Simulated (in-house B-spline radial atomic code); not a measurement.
The numbers below are computed, except where a source is named.
## Making a Troullier-Martins p channel for V, r_c = 1.07 bohr

V, [Ar] 3d3 4s2, non-relativistic PBE, spherical and spin-unpolarised, from a B-spline radial code for spherical atoms (atomic units). The all-electron 3p level is ε = -1.613304 hartree, its outermost node lies just inside 0.36 bohr and its outer maximum at 0.85 bohr.

Inside r_c the pseudo-orbital is u(r) = r^2 exp(p(r)), with p = c0 + c2 r² + c4 r⁴ + … + c12 r¹². The seven coefficients follow from p and its first four derivatives at r_c, from zero curvature of the screened potential at the origin, c4 = −c2²/(2l + 5), and from the norm inside r_c. At r_c the all-electron orbital has P = 0.9697251, P' = -0.7439784, the screened potential V = -3.337286, V' = 7.017607, V'' = -19.88892, and the norm inside is Q = 0.6048649.

What are p, p' and p'' at r_c?

p = ln(P/r_c^2) = ln(0.9697251/1.1449) = -0.16606. p' = P'/P − 2/r_c = -0.76721 − 1.86916 = -2.63636. The radial equation gives p'' = 2(V − ε) − 2(2) p'/r_c − p'² = -3.44796 − (-9.85557) − 6.95042 = -0.54281. Differentiating, p''' = 2V' + 2(2)p'/r_c² − 2(2)p''/r_c − 2p'p'' = 3.9915, and p'''' = 2V'' − 4(2)p'/r_c³ + 4(2)p''/r_c² − 2(2)p'''/r_c − 2p''² − 2p'p''' = -20.819.

For a trial c2 the five matching conditions are linear in c0, c6, c8, c10 and c12, and c2 is varied until the norm inside r_c equals Q. The root nearest zero gives:

```tsv
n	c_n
0	1.298339
2	-1.041735
4	-0.1550303
6	-0.8718705
8	1.415822
10	-0.7826758
12	0.1540428
```

Check c4 and p(r_c), and find the screened pseudopotential at the origin.

−c2²/7 = -0.15503, as listed. The terms c_n r_c^n are 1.29834, -1.19268, -0.20321, -1.30844, 2.43265, -1.53964, 0.34693, which sum to -0.16606. Inverting the radial equation, V_l(r) = ε + 2 p'/r + (p'' + p'²)/2, so V_l(0) = ε + (2l + 3) c2 = -1.613304 + 5 × (-1.04174) = -6.8220 hartree, finite where the all-electron potential diverges.

Orbitals and screened potentials:

```tsv
r (bohr)	P	u	V all-electron	V pseudo
0.107	-0.4564	0.04144	-153.2	-6.825
0.268	-0.33	0.2439	-42.39	-6.911
0.428	0.3247	0.5494	-19.83	-7.192
0.589	0.8188	0.8522	-11.24	-7.338
0.749	1.038	1.035	-7.143	-6.596
0.91	1.058	1.058	-4.77	-4.863
1.07	0.9697	0.9697	-3.337	-3.337
```

Logarithmic derivatives P'/P at R = 1.37 bohr, for energies E around ε:

| E − ε (hartree) | all-electron | pseudo |
| --- | --- | --- |
| -0.5 | -0.0308353 | -0.0319326 |
| -0.25 | -0.539648 | -0.540045 |
| -0.1 | -0.923001 | -0.923079 |
| 0 | -1.22422 | -1.22421 |
| 0.1 | -1.5732 | -1.57331 |
| 0.25 | -2.21812 | -2.21915 |
| 0.5 | -3.83824 | -3.84633 |

With P(R) = 0.712487 and a norm of 0.8202536 inside R, what slope in energy does norm conservation fix?

d(P'/P)/dE = −2 × (norm inside R)/P(R)² = -3.2316 per hartree·bohr at E = ε, for both atoms, since orbital and norm agree at R. Differences over ±0.1 hartree give -3.2510 (all-electron) and -3.2512 (pseudo), which also hold third-order terms. Half a hartree below ε the two curves differ by -0.0011.
